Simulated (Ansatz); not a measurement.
`Cl[B@H-]1[Br+][B@H-](Cl)[Br+]1`. Total charge 0; spin multiplicity 1.

Cartesian coordinates in Å:
```
Cl 0.238 -2.621 0.445
B 0.497 -1.213 -0.586
Br 1.477 0.368 0.444
B -0.481 1.189 0.560
Cl -0.538 2.881 0.078
Br -1.292 -0.113 -0.911
H 1.034 -1.350 -1.633
H -0.934 0.860 1.604
```

Problem. What are the harmonic wavenumbers in cm⁻¹ at PBE0-D4/def2-TZVP (Ansatz, finite differences of forces, unscaled)? (Estimate.)

Solution. The calculation gave: 18, 131, 156, 162, 221, 232, 327, 456, 479, 491, 784, 801, 878, 948, 994, 1004, 2700, 2701.

Problem. Is this a minimum?

Solution. Yes, all 18 modes are real.

Problem. Give the ideal-gas thermochemistry at 298.15 K and 1 bar (rigid rotor, harmonic oscillator; point group Cs, symmetry number 1).

Solution. Zero-point energy 80.6 kJ/mol; H(298) − E = 104.6 kJ/mol; entropy 403.3 J/(mol·K), of which translation 177.9, rotation 129.0, vibration 96.4; G(298) − E = -15.7 kJ/mol. Modes under 100 cm⁻¹ are hindered rotations or soft bends, so the harmonic entropy is rough.

Problem. And at 400, 500, 600, 800 and 1000 K?

Solution. 
```json
{"T (K)": "400", "H − E (kJ/mol)": "117.2", "S (J/mol/K)": "439.7", "G − E (kJ/mol)": "-58.7"}
{"T (K)": "500", "H − E (kJ/mol)": "130.9", "S (J/mol/K)": "470.1", "G − E (kJ/mol)": "-104.2"}
{"T (K)": "600", "H − E (kJ/mol)": "145.3", "S (J/mol/K)": "496.4", "G − E (kJ/mol)": "-152.5"}
{"T (K)": "800", "H − E (kJ/mol)": "176.0", "S (J/mol/K)": "540.5", "G − E (kJ/mol)": "-256.4"}
{"T (K)": "1000", "H − E (kJ/mol)": "208.2", "S (J/mol/K)": "576.4", "G − E (kJ/mol)": "-368.2"}
```
